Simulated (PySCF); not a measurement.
# Radial density of Ba+ (barium, charge +1)

UHF, [Xe] 5d1, 2D determinant (an excited configuration). All numbers are calculated (PySCF 2.14, the spin-free X2C one-electron Hamiltonian (Gaussian nucleus), in aug-cc-pVTZ-X2C (9s8p6d3f, 84 functions)).

```tsv
r (bohr)	4πr²ρ (e/bohr)	4πr²(ρα − ρβ)
0.0272	66.54	-0.0008
0.0458	70.50	-0.0015
0.0770	95.75	0.0028
0.130	71.77	0.0163
0.218	81.79	0.0090
0.367	38.86	0.0041
0.617	33.06	0.0427
1.04	13.31	-0.0118
1.74	6.263	0.1831
2.93	1.406	0.3375
4.93	0.1260	0.1113
8.30	0.004681	0.0047
14.0	1.241e-05	0.0000
```

Densities and radii are taken from the X2C orbitals without a picture-change correction, which distorts them close to the nucleus.

Spin-orbit coupling, absent here, splits the open shell strongly.

Task: Where is the radial spin density 4πr²(ρα − ρβ) most negative, and why is it negative at all?

Result: Around r = 1.04 bohr, down to -0.0118 e/bohr: exchange with the open shell polarises the paired shells in an unrestricted calculation.
